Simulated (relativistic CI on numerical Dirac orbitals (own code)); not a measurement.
# Dy: what numerical and physical settings do to a radial Dirac CI calculation

Reference input:

```
atom Dy  Z=66  charge=0  electrons=66
nucleus A=164  rms_radius_fm=5.2218
hamiltonian dirac-coulomb  breit=on  qed=on  c_scale=1
orbitals kli  potential=per-configuration
slater_scale 1
correlation none
mixing on
grid step=0.0125 r_max=323.6
scf mixing=0.4 start=green max_iterations=150 tolerance=2e-08 node_fill=0.05
configurations
  [Xe] 4f10 6s2
  [Xe] 4f10 7s2
  [Xe] 4f11 6s
end
```

Computed lowest total energy -12142.40338 Ha, first excitation 4194.5 cm⁻¹, 108 SCF steps. Runs with settings changed; * marks those that are bad on purpose (the QED terms keep the true α when c is scaled):

| Changed | Outcome | Lowest level | ΔE (Ha) | First excitation (cm⁻¹) | SCF steps | Message |
| --- | --- | --- | --- | --- | --- | --- |
| Breit term off, iteration limit 30 | not converged |  |  |  | 30 | SCF of 1s2 2s2 2p6 3s2 3p6 3d10 4s2 4p6 4d10 4f10 5s2 5p6 6s2 did not converge |
| node fill of the KLI weights 0.2, QED terms off | converged | 4f10 6s2 5I_8 | -7.73 | 4511.7 | 102 |  |
| speed of light × 0.8 | converged | 4f10 6s2 5I_8 | -348 | 6507.3 | 102 |  |
| nuclear radius 6.7883 fm | converged | 4f10 6s2 5I_8 | 0.614 | 4194.6 | 100 |  |
| end of the grid at 48.54 bohr * | not converged |  |  |  | 55 | orbital 7s not found |
| SCF tolerance 1e-14 * | not converged |  |  |  | 68 | SCF of 1s2 2s2 2p6 3s2 3p6 3d10 4s2 4p6 4d10 4f10 5s2 5p6 6s2 did not converge |

With so few configurations and no correlation, terms lie too far apart (by 10 to 50 % near neutrality), their order can be wrong, and levels of other configurations are missing.
